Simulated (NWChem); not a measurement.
System: CH4AlBrO; SMILES [CH3][Al]([Br])[OH]

NWChem input:

```
start job
memory heap 200 mb stack 900 mb global 1100 mb
geometry units angstroms noautoz
  Al     0.005223    -0.970519     0.044987
  Br    -0.074448     1.252222     0.491330
  C      1.678700    -1.938348     0.014385
  H      1.516043    -3.002047    -0.216587
  H      2.193397    -1.868145     0.986214
  H      2.363244    -1.519313    -0.740690
  O     -1.454449    -1.780069    -0.266491
  H     -2.329000    -1.387441    -0.273825
end
basis spherical
  * library def2-svp
end
dft
  xc b3lyp
  iterations 150
  vectors input atomic output neutral.movecs
end
task dft energy
charge 1
dft
  odft
  mult 2
  vectors input atomic output cation.movecs
end
task dft energy
```

Geometry: optimised at PBE0/def2-SVP.

Ions are spin-unrestricted doublets at the neutral geometry; other ion states weren't tried.

Q: Predict the main results of this run. (B3LYP/def2-SVP, vertical spin-unrestricted ions.) Quantities: vertical ionisation energy, ΔSCF (eV); −ε(HOMO) (eV).

A: The vertical ionisation energy, ΔSCF (eV) is 10.33 and the −ε(HOMO) (eV) is 7.86.
